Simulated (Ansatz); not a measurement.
The first iterations of a band of CHFOSi (5 atoms, charge 0, multiplicity 1).

All numbers below come from RKS B3LYP/def2-SVP in Ansatz.

| Quantity | Value |
| --- | --- |
| movable images | 9 |
| climbing image | yes |
| spring | 5.0 eV/Å² |
| optimiser | quadratic models (default) |
| start path | through a guess of the saddle point |
| force threshold | 0.05 eV/Å |
| iteration limit | 60 |
| end points | relaxed |

Initial state:

```xyz
5
Properties=species:S:1:pos:R:3
O 0.480 1.399 0.461
C 0.101 0.215 0.168
Si 0.284 -1.355 -0.615
F -0.862 -2.344 0.036
H -0.003 2.085 -0.051
```

Final state:

```xyz
5
Properties=species:S:1:pos:R:3
O 0.760 0.452 0.795
C 0.035 0.720 -0.173
Si 0.481 -1.122 -0.550
F -0.845 -1.778 0.182
H -0.431 1.728 -0.253
```

| iteration | highest image above the first end (eV) | largest band force component (eV/Å) |
| --- | --- | --- |
| 1 | 2.863 | 27.032 |
| 2 | 1.913 | 5.563 |
| 3 | 1.494 | 4.421 |
| 4 | 1.245 | 1.630 |

Task: Does the band converge within its limit, and where does its top end?

Result: The forces met the threshold. It ended after 12 iterations with the highest image 1.575 eV above the first end. Neighbouring images differ by up to 1.5 eV, so the band resolves the path poorly. A vibrational analysis at the climbing image gives one clearly imaginary mode, 2078i cm⁻¹: a first-order saddle point. The orbitals stay closed-shell, which can raise the energy where a bond breaks towards radicals; this wasn't checked here.

Run time: 5.2 min on 1 thread of Arm Neoverse N1, on a shared host, peak memory 0.13 GiB.
